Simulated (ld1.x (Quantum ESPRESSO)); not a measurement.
# Transferability test, RRKJ potential for B

- Element: boron
- Generator: ld1.x (Quantum ESPRESSO) 7.5
- Type: norm-conserving RRKJ (Kleinman–Bylander form)
- Functional: PBE
- Relativity: non-relativistic
- Frozen core: [He]
- Valence charge: 3
- Reference configuration: 2s2 2p1
- Partial waves: 2p (bound): rc 2.60 bohr; 2s (bound): rc 1.45 bohr
- Local potential: the s channel
- Core correction: Bessel-smoothed model core, default radius (core density twice the valence density)

Energies are relative to the spin-unpolarised reference configuration 2s2 2p1; without spin polarisation the order of configurations can differ from experiment.

```csv
valence configuration,charge,ΔE all-electron (eV),error AE − PS (meV)
2s2 2p0,+1,8.222,+63
2s1 2p0,+2,33.637,+203
2s2 2p0.5,+0.5,2.888,+8.4
2s1 2p1,+1,14.355,-35
2s1 2p2,0,5.844,-13
2s2 2p1.3,-0.3,-0.739,+0.7
2s0 2p3,0,11.708,-53
```

Levels in the configuration 2s1 2p1:

```
level  all-electron (eV)  pseudo (eV)
   2s            -19.585      -19.672
   2p            -13.458      -13.437
```
